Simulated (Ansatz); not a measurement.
# A ladder of methods for InCl (SMILES [Cl][In])

InCl has 2 atoms, charge 0, and is taken as a singlet. As SMILES, `[Cl][In]`. Geometry: a GFN2-xTB relaxation, a rough one for these elements and not checked as a minimum.

```csv
atom,x (Å),y (Å),z (Å)
Cl,0.0000,0.0000,0.0000
In,0.0000,0.0000,2.3857
```

Each level gives the electronic atomisation energy (eV). The values are calculated. Electronic energies at fixed atoms, without zero-point motion or spin-orbit coupling.

```csv
level,kind,program,value (eV),less FCI/STO-3G
revPBE/STO-3G,GGA,Ansatz,6.59,+0.80
r2SCAN/STO-3G,meta-GGA,Ansatz,6.74,+0.95
PBE0/STO-3G,global hybrid,Ansatz,6.54,+0.75
wB97X/STO-3G,range-separated hybrid,Ansatz,6.42,+0.63
B2PLYP/STO-3G,double hybrid,Ansatz,6.22,+0.43
RPA@PBE/STO-3G,RPA,Ansatz,4.65,-1.14
MP2/STO-3G,perturbation theory,Ansatz,5.73,-0.06
BCCD(T)/STO-3G,coupled cluster or CI,Ansatz,5.79,0.00
FCI/STO-3G,exact in the basis,Ansatz,5.79,0.00
```

FCI/STO-3G is exact within its basis and frozen core, so for wave-function methods in that basis the difference is their error; functionals converge differently with the basis, so for them it is only a difference. All-electron rows without a relativistic Hamiltonian named are non-relativistic. The values span 4.65 to 6.74 eV. All rows use very small basis sets, so none should be taken for the real molecule's value. In the correlated wave-function rows the outer d shell of In is correlated, in sets not made for it.
